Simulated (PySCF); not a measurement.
Orbital picture of BeAl

PBE0 at R = 2.417 Å; basis Be def2-TZVP, Al def2-TZVP; no relativity; PySCF 2.14. State: ²Π (doublet), unpaired electrons π ↑. Only the outer orbitals are listed, counted within each symmetry.

```json
{"spin": "α", "orbital": "5σ", "occ.": "1", "ε (eV)": "-9.91", "on Be (%)": "29", "main shells (%)": "68 Al s, 24 Be s"}
{"spin": "α", "orbital": "6σ", "occ.": "1", "ε (eV)": "-6.18", "on Be (%)": "59", "main shells (%)": "57 Be s, 24 Al s, 15 Al p"}
{"spin": "α", "orbital": "2π", "occ.": "1", "ε (eV)": "-4.39", "on Be (%)": "37", "main shells (%)": "61 Al p, 36 Be p"}
{"spin": "α", "orbital": "2π", "occ.": "0", "ε (eV)": "-2.63", "on Be (%)": "38", "main shells (%)": "61 Al p, 37 Be p"}
{"spin": "α", "orbital": "7σ", "occ.": "0", "ε (eV)": "-2.53", "on Be (%)": "60", "main shells (%)": "46 Be p, 37 Al p, 13 Be s"}
{"spin": "α", "orbital": "3π", "occ.": "0", "ε (eV)": "-0.82", "on Be (%)": "58", "main shells (%)": "58 Be p, 38 Al p"}
{"spin": "β", "orbital": "5σ", "occ.": "1", "ε (eV)": "-9.41", "on Be (%)": "31", "main shells (%)": "67 Al s, 24 Be s"}
{"spin": "β", "orbital": "6σ", "occ.": "1", "ε (eV)": "-5.84", "on Be (%)": "49", "main shells (%)": "48 Be s, 27 Al p, 24 Al s"}
{"spin": "β", "orbital": "2π", "occ.": "0", "ε (eV)": "-2.46", "on Be (%)": "37", "main shells (%)": "62 Al p, 36 Be p"}
{"spin": "β", "orbital": "7σ", "occ.": "0", "ε (eV)": "-2.29", "on Be (%)": "71", "main shells (%)": "48 Be p, 27 Al p, 23 Be s"}
{"spin": "β", "orbital": "2π", "occ.": "0", "ε (eV)": "-1.87", "on Be (%)": "39", "main shells (%)": "61 Al p, 38 Be p"}
```

Question: Which are the highest filled and the lowest empty level, where do they sit, and how wide is the gap?

Answer: Highest filled α 2π at -4.39 eV (in %: 61 Al p, 36 Be p); lowest empty α 2π at -2.63 eV (in %: 61 Al p, 37 Be p); the gap at PBE0 is 1.76 eV. Both belong to one degenerate shell, split only by its one-sided filling, so this is no excitation gap.

```
bond order (Mayer)                               : 1.35
⟨S²⟩                                             : 0.788
charge on Be (Mulliken, basis-dependent)         : -0.05
charge on Be (Löwdin, basis-dependent)           : -0.10
dipole moment (positive dipole means Be(−)Al(+)) : -0.30 D
```

The state was picked by a PBE0 search and need not be the measured ground state.
